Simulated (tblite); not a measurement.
Species: C4H11B2N2 (doublet state).
SMILES with atom numbers: `[BH:1][NH:2][BH:3][N:4]1[CH2:5][CH2:6][CH2:7][CH2:8]1` (hydrogens: H9 on B1; H10 on N2; H11 on B3; H12, H13 on C5; H14, H15 on C6; H16, H17 on C7; H18, H19 on C8)

Computed with GFN2-xTB (tblite), gas phase: L-BFGS steps from a force-field or distance-geometry start until the largest atomic force falls under 0.01 eV/Å.

Step 125: E = -611.9365 eV
```
atom  x, y, z in Å  |  force x, y, z in eV/Å
B1      3.6016    1.2539    0.9305    0.022   0.013   0.018
N2      2.3543    0.6544    0.8030    0.015  -0.020  -0.004
B3      1.4661    0.6833   -0.3257   -0.009  -0.013  -0.003
N4      0.2574   -0.0085   -0.3257    0.005  -0.010  -0.003
C5     -0.6680   -0.0552   -1.4362   -0.012   0.001   0.000
C6     -2.0330    0.0954   -0.7676   -0.001   0.005   0.005
C7     -1.8687   -0.7401    0.5057    0.008  -0.005   0.005
C8     -0.3441   -0.7755    0.7515    0.010   0.011  -0.007
H9      4.2589    1.1291    1.8977   -0.018   0.003  -0.001
H10     2.0215    0.0932    1.5850   -0.010  -0.014   0.018
H11     1.7662    1.2981   -1.2765   -0.004  -0.012  -0.005
H12    -0.6027   -1.0309   -1.9387   -0.007  -0.004  -0.023
H13    -0.4470    0.7269   -2.1598   -0.007   0.010   0.004
H14    -2.8530   -0.2500   -1.3932    0.000  -0.002  -0.011
H15    -2.1980    1.1434   -0.5176   -0.014   0.010   0.005
H16    -2.2534   -1.7478    0.3526    0.012  -0.019   0.000
H17    -2.4009   -0.3027    1.3482   -0.004   0.009   0.008
H18    -0.0844   -0.3448    1.7213    0.004   0.019  -0.013
H19     0.0174   -1.8132    0.7325    0.012   0.020   0.007
```

Step 126: E = -611.9367 eV
```
atom  x, y, z in Å  |  force x, y, z in eV/Å
B1      3.6016    1.2525    0.9294    0.046   0.020   0.022
N2      2.3545    0.6531    0.8023    0.017  -0.020   0.003
B3      1.4667    0.6830   -0.3263   -0.015  -0.014  -0.005
N4      0.2570   -0.0073   -0.3252    0.004  -0.013   0.002
C5     -0.6684   -0.0550   -1.4358   -0.019   0.002   0.003
C6     -2.0333    0.0962   -0.7668   -0.001   0.014  -0.003
C7     -1.8692   -0.7427    0.5040    0.002  -0.005   0.004
C8     -0.3451   -0.7714    0.7541    0.014   0.003  -0.002
H9      4.2626    1.1271    1.8948   -0.031   0.002  -0.010
H10     2.0226    0.0920    1.5845   -0.016  -0.019   0.019
H11     1.7681    1.2973   -1.2772   -0.007  -0.015  -0.004
H12    -0.6035   -1.0314   -1.9370   -0.007  -0.002  -0.023
H13    -0.4468    0.7261   -2.1605   -0.010   0.010   0.007
H14    -2.8542   -0.2457   -1.3934    0.002  -0.011  -0.009
H15    -2.1979    1.1439   -0.5149   -0.007   0.012   0.010
H16    -2.2479   -1.7517    0.3436    0.014  -0.017   0.006
H17    -2.4072   -0.3126    1.3470    0.003   0.008   0.000
H18    -0.0887   -0.3361    1.7231   -0.002   0.021  -0.025
H19     0.0192   -1.8085    0.7411    0.014   0.025   0.005
```

Step 127: E = -611.9372 eV
```
atom  x, y, z in Å  |  force x, y, z in eV/Å
B1      3.6043    1.2483    0.9260    0.041   0.010   0.025
N2      2.3554    0.6510    0.8012    0.035  -0.019   0.034
B3      1.4687    0.6801   -0.3280   -0.023  -0.014  -0.008
N4      0.2561   -0.0052   -0.3245    0.006  -0.011   0.010
C5     -0.6695   -0.0532   -1.4347   -0.029   0.004   0.008
C6     -2.0345    0.0980   -0.7648   -0.001   0.025  -0.016
C7     -1.8697   -0.7476    0.5011   -0.009  -0.007  -0.007
C8     -0.3469   -0.7638    0.7587    0.015  -0.010   0.002
H9      4.2678    1.1241    1.8904   -0.042   0.002  -0.016
H10     2.0215    0.0947    1.5871   -0.009  -0.006  -0.007
H11     1.7735    1.2903   -1.2808   -0.011  -0.021   0.001
H12    -0.6049   -1.0298   -1.9358   -0.011  -0.001  -0.020
H13    -0.4476    0.7270   -2.1602   -0.012   0.015   0.010
H14    -2.8562   -0.2388   -1.3931    0.005  -0.024  -0.007
H15    -2.1998    1.1448   -0.5092    0.010   0.011   0.018
H16    -2.2363   -1.7590    0.3261    0.015  -0.014   0.020
H17    -2.4184   -0.3324    1.3450    0.012   0.008  -0.012
H18    -0.0961   -0.3206    1.7260   -0.013   0.030  -0.036
H19     0.0227   -1.7990    0.7565    0.021   0.022   0.002
```

**Question.** Estimate the geometry and energy of step 128. (The exact step hangs on the optimiser's Hessian estimate; all steps are aligned on step 127, rigid shifts and turns removed.)

**Answer.** E = -611.9379 eV, largest force 0.064 eV/Å
```
atom  x, y, z in Å  |  force x, y, z in eV/Å
B1      3.6047    1.2482    0.9253    0.049   0.007   0.017
N2      2.3581    0.6467    0.7994    0.028  -0.016   0.033
B3      1.4707    0.6756   -0.3296   -0.015  -0.006  -0.010
N4      0.2552   -0.0042   -0.3241    0.005  -0.006   0.012
C5     -0.6715   -0.0511   -1.4337   -0.026   0.006   0.008
C6     -2.0363    0.1004   -0.7629   -0.001   0.025  -0.026
C7     -1.8699   -0.7520    0.4982   -0.020  -0.010  -0.014
C8     -0.3487   -0.7546    0.7642    0.012  -0.022   0.008
H9      4.2708    1.1207    1.8875   -0.044   0.005  -0.013
H10     2.0266    0.0898    1.5857   -0.016  -0.011  -0.010
H11     1.7774    1.2817   -1.2845   -0.009  -0.018   0.001
H12    -0.6074   -1.0275   -1.9363   -0.018   0.008  -0.008
H13    -0.4486    0.7286   -2.1597   -0.016   0.019   0.015
H14    -2.8580   -0.2331   -1.3933    0.006  -0.033  -0.001
H15    -2.2041    1.1463   -0.5039    0.032   0.006   0.023
H16    -2.2220   -1.7661    0.3077    0.011  -0.011   0.035
H17    -2.4304   -0.3530    1.3427    0.024   0.005  -0.026
H18    -0.1037   -0.3002    1.7283   -0.027   0.037  -0.045
H19     0.0272   -1.7873    0.7758    0.024   0.016   0.000
```

The energy changes by -0.0007 eV. The first-order estimate −F·Δx gives -0.0009 eV and the mean of the old and new forces, exact on a quadratic surface, -0.0007 eV. The step makes an angle of 82° with the force vector and moves no atom by more than 0.024 Å.

The cost below is that of the whole relaxation. On one thread of an Arm Neoverse V2, no GPU (shared host), this took 1.0 s.
